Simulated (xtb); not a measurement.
xtb input (GFN2-xTB):

```bash
xtb mol.xyz --gfn 2 --sp --chrg -1 --uhf 0
```
mol.xyz:
```
8

C     -2.43277278     0.10579874    -0.05190472
C     -0.99922782     0.58830399    -0.06370154
C     -0.11162489    -0.35959088     0.02596769
Cl     1.76201171    -0.03261829     0.03417021
H     -2.95616935     0.42684390    -0.96185182
H     -2.98740826     0.56219915     0.77821323
H     -2.57697373    -0.99583124     0.03119948
H     -0.17189485    -1.44577189     0.10937695
```

Output:

```
           -------------------------------------------------
          |                Calculation Setup                |
           -------------------------------------------------

           -------------------------------------------------
          |                 G F N 2 - x T B                 |
           -------------------------------------------------

        Reference                      10.1021/acs.jctc.8b01176
      * Hamiltonian:
        H0-scaling (s, p, d)           1.850000    2.230000    2.230000
        zeta-weighting                 0.500000
      * Dispersion:
        s8                             2.700000
        a1                             0.520000
        a2                             5.000000
        s9                             5.000000
      * Repulsion:
        kExp                           1.500000    1.000000
        rExp                           1.000000
      * Coulomb:
        alpha                          2.000000
        third order                    shell-resolved
        anisotropic                    true
        a3                             3.000000
        a5                             4.000000
        cn-shift                       1.200000
        cn-exp                         4.000000
        max-rad                        5.000000

          ...................................................
          :                      SETUP                      :
          :.................................................:
          :  # basis functions                  26          :
          :  # atomic orbitals                  25          :
          :  # shells                           13          :
          :  # electrons                        24          :
          :  max. iterations                   250          :
          :  Hamiltonian                  GFN2-xTB          :
          :  restarted?                      false          :
          :  GBSA solvation                  false          :
          :  PC potential                    false          :
          :  electronic temp.          300.0000000     K    :
          :  accuracy                    1.0000000          :
          :  -> integral cutoff          0.2500000E+02      :
          :  -> integral neglect         0.1000000E-07      :
          :  -> SCF convergence          0.1000000E-05 Eh   :
          :  -> wf. convergence          0.1000000E-03 e    :
          :  Broyden damping             0.4000000          :
          :  net charge                         -1          :
          :  unpaired electrons                  0          :
          ...................................................

 iter      E             dE          RMSdq      gap      omega  full diag
   1    -13.1768899 -0.131769E+02  0.608E+00    3.65       0.0  T
   2    -13.2240259 -0.471360E-01  0.371E+00    2.93       1.0  T
   3    -13.2276781 -0.365226E-02  0.205E+00    4.08       1.0  T
   4    -13.2399499 -0.122718E-01  0.880E-01    3.48       1.0  T
   5    -13.2424355 -0.248564E-02  0.182E-01    3.65       1.0  T
   6    -13.2424628 -0.272475E-04  0.134E-01    3.64       1.0  T
   7    -13.2425045 -0.417123E-04  0.598E-02    3.63       1.0  T
   8    -13.2425150 -0.104501E-04  0.241E-02    3.62       1.5  T
   9    -13.2425166 -0.159471E-05  0.112E-02    3.62       3.2  T
  10    -13.2425168 -0.227864E-06  0.432E-03    3.61       8.2  T
  11    -13.2425168 -0.409921E-07  0.269E-03    3.61      13.1  T
  12    -13.2425168 -0.156747E-07  0.150E-03    3.61      23.6  T
  13    -13.2425168 -0.436768E-08  0.289E-04    3.61     122.5  T
  14    -13.2425168 -0.396204E-09  0.942E-05    3.61     375.2  T

   *** convergence criteria satisfied after 14 iterations ***

         #    Occupation            Energy/Eh            Energy/eV
      -------------------------------------------------------------
         1        2.0000           -0.8545189             -23.2526
       ...           ...                  ...                  ...
         6        2.0000           -0.2985589              -8.1242
         7        2.0000           -0.2758649              -7.5067
         8        2.0000           -0.2355526              -6.4097
         9        2.0000           -0.2341429              -6.3714
        10        2.0000           -0.2169695              -5.9040
        11        2.0000           -0.1586097              -4.3160
        12        2.0000           -0.1012913              -2.7563 (HOMO)
        13                          0.0314610               0.8561 (LUMO)
        14                          0.0510602               1.3894
        15                          0.2403493               6.5402
        16                          0.2405626               6.5460
        17                          0.2417894               6.5794
       ...                                ...                  ...
        25                          0.9266594              25.2157
      -------------------------------------------------------------
                  HL-Gap            0.1327523 Eh            3.6124 eV
             Fermi-level           -0.0349151 Eh           -0.9501 eV

 SCC (total)                   0 d,  0 h,  0 min,  0.003 sec
 SCC setup                      ...        0 min,  0.000 sec (  1.911%)
 Dispersion                     ...        0 min,  0.000 sec (  1.058%)
 classical contributions        ...        0 min,  0.000 sec (  1.150%)
 integral evaluation            ...        0 min,  0.000 sec ( 13.035%)
 iterations                     ...        0 min,  0.002 sec ( 60.128%)
 molecular gradient             ...        0 min,  0.001 sec ( 20.838%)
 printout                       ...        0 min,  0.000 sec (  1.608%)

         :::::::::::::::::::::::::::::::::::::::::::::::::::::
         ::                     SUMMARY                     ::
         :::::::::::::::::::::::::::::::::::::::::::::::::::::
         :: total energy             -13.104312448255 Eh    ::
         :: gradient norm              0.026668732262 Eh/a0 ::
         :: HOMO-LUMO gap              3.612373535509 eV    ::
         ::.................................................::
         :: SCC energy               -13.242517048637 Eh    ::
         :: -> isotropic ES            0.121426647349 Eh    ::
         :: -> anisotropic ES          0.003735882532 Eh    ::
         :: -> anisotropic XC          0.003635409718 Eh    ::
         :: -> dispersion             -0.004691808367 Eh    ::
         :: repulsion energy           0.138204600382 Eh    ::
         :: add. restraining           0.000000000000 Eh    ::
         :: total charge              -1.000000000000 e     ::
         :::::::::::::::::::::::::::::::::::::::::::::::::::::

           -------------------------------------------------
          |                Property Printout                |
           -------------------------------------------------

    * Orbital Energies and Occupations

         #    Occupation            Energy/Eh            Energy/eV
      -------------------------------------------------------------
         1        2.0000           -0.8545189             -23.2526
         2        2.0000           -0.4089192             -11.1273
         3        2.0000           -0.3712536             -10.1023
         4        2.0000           -0.3198258              -8.7029
         5        2.0000           -0.2997780              -8.1574
         6        2.0000           -0.2985589              -8.1242
         7        2.0000           -0.2758649              -7.5067
         8        2.0000           -0.2355526              -6.4097
         9        2.0000           -0.2341429              -6.3714
        10        2.0000           -0.2169695              -5.9040
        11        2.0000           -0.1586097              -4.3160
        12        2.0000           -0.1012913              -2.7563 (HOMO)
        13                          0.0314610               0.8561 (LUMO)
        14                          0.0510602               1.3894
        15                          0.2403493               6.5402
        16                          0.2405626               6.5460
        17                          0.2417894               6.5794
        18                          0.2477169               6.7407
        19                          0.2864760               7.7954
        20                          0.3315897               9.0230
        21                          0.3527372               9.5985
        22                          0.3723755              10.1329
        23                          0.3808563              10.3636
       ...                                ...                  ...
        25                          0.9266594              25.2157
      -------------------------------------------------------------
                  HL-Gap            0.1327523 Eh            3.6124 eV
             Fermi-level           -0.0349151 Eh           -0.9501 eV

     #   Z          covCN         q      C6AA      α(0)
     1   6 C        3.769    -0.038    21.290     6.576
     2   6 C        1.965    -0.307    40.554    10.284
     3   6 C        2.799     0.019    27.561     8.600
     4  17 Cl       0.877    -0.464   114.406    16.363
     5   1 H        0.924    -0.030     3.646     2.986
     6   1 H        0.924    -0.030     3.646     2.986
     7   1 H        0.921    -0.063     4.427     3.291
     8   1 H        0.924    -0.087     5.116     3.537

 Mol. C6AA /au·bohr⁶  :       1231.026247
 Mol. C8AA /au·bohr⁸  :      34116.332348
 Mol. α(0) /au        :         54.623017

Wiberg/Mayer (AO) data.
largest (>0.10) Wiberg bond orders for each atom

 ---------------------------------------------------------------------------
     #   Z sym  total        # sym  WBO       # sym  WBO       # sym  WBO
 ---------------------------------------------------------------------------
     1   6 C    3.970 --     5 H    0.980     6 H    0.980     2 C    0.972
                             7 H    0.966
     2   6 C    3.092 --     3 C    2.004     1 C    0.972
     3   6 C    3.737 --     2 C    2.004     8 H    0.938     4 Cl   0.725
     4  17 Cl   0.818 --     3 C    0.725
     5   1 H    0.999 --     1 C    0.980
     6   1 H    0.999 --     1 C    0.980
     7   1 H    0.996 --     1 C    0.966
     8   1 H    0.992 --     3 C    0.938
 ---------------------------------------------------------------------------

Topologies differ in total number of bonds
Writing topology from bond orders to xtbtopo.mol

molecular dipole:
                 x           y           z       tot (Debye)
 q only:       -0.116      -0.035       0.001
   full:       -0.452      -0.630       0.041       1.973
molecular quadrupole (traceless):
                xx          xy          yy          xz          yz          zz
 q only:       -9.729       0.664       4.024      -0.329       0.144       5.705
  q+dip:       -9.145       1.650       3.860      -0.388       0.142       5.285
   full:       -8.644       2.251       2.758      -0.436       0.286       5.886

           -------------------------------------------------
          | TOTAL ENERGY              -13.104312448255 Eh   |
          | GRADIENT NORM               0.026668732262 Eh/α |
          | HOMO-LUMO GAP               3.612373535509 eV   |
           -------------------------------------------------

------------------------------------------------------------------------
------------------------------------------------------------------------
 total:
 SCF:
Note: The following floating-point exceptions are signalling: IEEE_UNDERFLOW_FLAG IEEE_DENORMAL
normal termination of xtb
```

It need not be the lowest isomer of its formula. Whether it binds its extra electron was not tested at this geometry.
